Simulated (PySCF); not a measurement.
Ga(OH)2(SiH3) (GaH5O2Si), SMILES [OH][Ga]([OH])[SiH3].

Coordinates come from a B3LYP-D3(BJ)/def2-SVP optimisation. The structure was generated by enumeration; whether it is a known compound was not checked. Other conformers were not sampled.

Method: C-PCM-B3LYP/def2-SVP (PySCF).

The values are the electrostatic part of the solvation free energy, E(continuum) − E(gas) at the gas-phase geometry, in a cavity of scaled van der Waals radii (PySCF's table); cavitation and dispersion terms are not included. A continuum can't describe solvent molecules that bind to the metal. In vacuum the orbital gap is 6.98 eV. The dipole moment in vacuum is 1.36 D.

```tsv
solvent	ε	ΔG(elec) (kcal/mol)	dipole (D)	gap (eV)
water	78.36	-8.6	1.80	7.16
n-hexane	1.88	-3.9	1.55	7.07
toluene	2.37	-4.8	1.60	7.09
```
